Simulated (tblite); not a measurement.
C4H7F2O (doublet state).
Bonds: C1–C2, C2–C3, C2–O4, O4–C5, C5–F6, C5–F7. Hydrogens: H8, H9, H10 on C1; H11 on C2; H12, H13, H14 on C3.

A start from a force field or distance geometry was refined with GFN2-xTB geometry optimisation, gas phase in tblite. Values at the start:

```tsv
coordinate	start
C1–C2	1.496 Å
C1–H8	1.094 Å
C2–O4	1.399 Å
C2–H11	1.133 Å
O4–C5	1.387 Å
C5–F6	1.371 Å
C1–C2–C3	115.3°
C1–C2–O4	105.1°
C2–O4–C5	106.3°
C3–C2–O4	111.9°
O4–C5–F6	113.1°
F6–C5–F7	115.2°
```

Task: How do these coordinates change at the GFN2-xTB level?

Result: 
```tsv
coordinate	GFN2-xTB (Å or °)	change
O4–C5	1.290	-0.097
C2–O4	1.487	+0.088
C2–H11	1.096	-0.037
C1–C2	1.519	+0.023
C5–F6	1.351	-0.020
C1–H8	1.087	-0.007
C2–O4–C5	120.8	+14.5
F6–C5–F7	107.3	-7.9
C3–C2–O4	105.7	-6.2
O4–C5–F6	119.0	+5.9
C1–C2–O4	109.3	+4.2
C1–C2–C3	113.1	-2.2
```

The energy falls by 78.9 kJ/mol over 205 L-BFGS steps, the largest force on an atom goes from 3.42 to 0.009 eV/Å, and the atoms move by 0.905 Å rms after alignment. The bond that changes most is O4–C5 (ends: oxygen bonded to 2 C; carbon bonded to 2 F and O), which shortens by 0.097 Å. Bonds longer at the end by more than 0.005 Å: 3 of 13; shorter: 9. Among the dihedrals that turn most is C2–O4–C5–F7, from 106° to -87°. Rotational constants go from 4321, 1778, 1345 to 4511, 1711, 1520 MHz.

Its GFN2-xTB frequencies are all real (lowest 21 cm⁻¹). 2 starts were optimised and ended at 0.00 and 1.76 kcal/mol (GFN2-xTB); the lowest of these is shown.

One conformer stands for the species.

These are computed values.
